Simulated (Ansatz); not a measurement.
`[OH][SnH]([F])[CH2]Cl` → `CCl` + `[OH][Sn][F]` at 700 K and 1 bar (stannylene formation by 1,1-elimination).

Computed with Ansatz on PBE0-D4/def2-TZVP structures; ΔE is electronic, products minus reactants. CBS: MP2 limit from def2 TZ/QZ plus the TZ coupled-cluster correction, frozen cores. This one scheme is used for every species. def2 core potentials past Kr. For Sn outer-core shells are correlated without core-valence functions, which leaves a few kJ/mol of doubt a bond. One conformer a species, not always the lowest.

```csv
species,CCSD(T)/CBS energy (Eh),H − E (kJ/mol),S (J/(mol·K))
`[OH][SnH]([F])[CH2]Cl`,-889.27670,211.4,500.5
`CCl`,-499.63220,131.4,278.6
`[OH][Sn][F]`,-389.66871,78.4,349.2
```

H − E and S are ideal-gas, rigid-rotor, harmonic terms from PBE0-D4/def2-TZVP, for one conformer and one mirror image of each species. 1 Eh = 2625.50 kJ/mol, R = 8.31446 J/(mol·K).

Q: By hand: ΔE, ΔH, ΔS and ΔG.

A: ΔE = (-499.63220) + (-389.66871) − (-889.27670) = -0.02421 Eh = -63.6 kJ/mol. Δ(H − E) = 131.4 + 78.4 − 211.4 = -1.6, so ΔH = -65.2 kJ/mol. ΔS = 278.6 + 349.2 − 500.5 = 127.3 J/(mol·K). ΔG = -65.2 − 700 × (127.3)/1000 = -154.3 kJ/mol.

Q: By hand: the equilibrium constant, and the temperature at which ΔG would vanish if ΔH and ΔS stayed fixed.

A: log₁₀ K = −ΔG/(RT ln 10) = 11.5. ΔH and −TΔS have one sign here, so there is no such temperature.

The number of gas molecules changes by +1, which sets the sign of ΔS. A doubt of 5 kJ/mol in ΔE shifts log₁₀ K by 0.4 here. Other conformers and mirror images would add mixing entropy, several J/(mol·K) or more a flexible species. Modes under 60 cm⁻¹, often nearly free rotors, make the harmonic entropy too high. These are equilibria of isolated gas molecules and say nothing of rates. Largest T1 diagnostic: 0.018 (customary marks: 0.02 for closed shells, 0.045 for open ones).
